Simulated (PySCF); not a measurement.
An unknown is described by computed data only.

Elements present: C, H, N, O and Si. Monoisotopic mass: 127.0453 u.

| Quantity | Value |
| --- | --- |
| NMR, other nuclei | isotropic shieldings of nuclei other than C and H, by class: 217 (1 N), 67 (1 O), 414 (1 Si) ppm [GIAO PBE0/pcSseg-1] |
| Rotational structure | rotational constants A, B, C: 3.245, 1.223, 0.902 GHz [GFN2-xTB] |
| UV, strongest line | among the 8 lowest singlet transitions: S2 at 5.43 eV (228 nm, f = 0.222) [TDDFT CAM-B3LYP/def2-SVPD] |
| 1H NMR | chemical shifts (computed TMS as zero) by class: 7.02 (1 H), 6.44 (1 H), 4.86 (3 H), 2.96 (1 H), 2.02 (3 H) ppm [GIAO PBE0/pcSseg-1] |
| Polarisability | 95.1 au [CAM-B3LYP/def2-SVPD] |
| Dipole | 1.30 D [CAM-B3LYP/def2-SVPD] |
| UV, first state | lowest singlet excitation: 4.76 eV (260 nm, f = 0.004) [TDDFT CAM-B3LYP/def2-SVPD] |
| 13C NMR | chemical shifts (computed TMS as zero) by class: 157.5 (1 C), 136.0 (1 C), 120.9 (1 C), 95.3 (1 C), 11.0 (1 C) ppm [GIAO PBE0/pcSseg-1] |

Gas-phase values; electronic properties from PySCF, density fitting. Levels stand in brackets. The structure is a single GFN2-xTB conformer in the gas phase; no vibrational or solvent corrections. GFN2-xTB frequencies show an imaginary mode (27i cm⁻¹), so this geometry is no minimum at that level. NMR classes are plain means over equivalent atoms (diastereotopic ones count apart unless rotation or inversion swaps them), as if these changed places fast.

Question: Which formula fits the mass and the elements?

Answer: C5H9NOSi (calculated 127.0453). No other formula that holds each of these elements comes within 0.0003 u with a fitting electron parity and a possible valence count.

Question: Give a SMILES that accounts for the data.

Answer: Numbering: `[CH3:1][c:2]1[cH:3][cH:4][o:5][c:6]1[NH:7][SiH3:8]`. Its formula, C5H9NOSi, gives 3 degrees of unsaturation: 1 ring and 2 π bonds in the structure found (Kekulé form). 5 carbons fall into 5 classes; from least to most shielded: aromatic carbon bearing nitrogen [C6] (157.5 ppm), aromatic CH next to a ring oxygen [C4] (136.0 ppm), aromatic CH carbon [C3] (120.9 ppm), substituted aromatic carbon [C2] (95.3 ppm), benzylic-type carbon [C1] (11.0 ppm). Hydrogen classes from least to most shielded: 1 H on an aromatic CH next to a ring oxygen, C4 (7.02 ppm), 1 H on an aromatic CH carbon, C3 (6.44 ppm), 3 H on an SiH3 silicon, Si8 (4.86 ppm), 1 H on a silicon-bound nitrogen, N7 (2.96 ppm), 3 H on a benzylic-type carbon, C1 (2.02 ppm, a mean of values up to 0.6 ppm apart in this geometry). The other shieldings belong to: 217 ppm, silicon-bound nitrogen [N7]; 67 ppm, furan-type oxygen [O5]; 414 ppm, SiH3 silicon [Si8]. By its constants the optimised geometry is an asymmetric top. Structure: `CC1=C(N[SiH3])OC=C1`. Computed isomers that give other values at the same levels: `C[Si@@H]1CC[C@@H](C#N)O1` (rotational constant A: 3.487 GHz; this holds for the one conformer computed); `[H]/N=C/[C@H]1OC=C[Si@H]1C` (13C chemical shifts (computed TMS as zero) by class: 182.8 (1 C), 171.6 (1 C), 94.5 (1 C), 78.6 (1 C), -2.2 (1 C) ppm); `C[Si](C)(C=O)CC#N` (13C chemical shifts (computed TMS as zero) by class: 247.8 (1 C), 121.5 (1 C), 0.5 (1 C), -6.8 (2 C) ppm). The assignments are read from this structure; whether some other isomer fits the data as well wasn't checked.

Shape of the structure used: `[CH3:1][c:2]1[cH:3][cH:4][o:5][c:6]1[NH:7][SiH3:8]`: O5–C6–N7–Si8 1°.
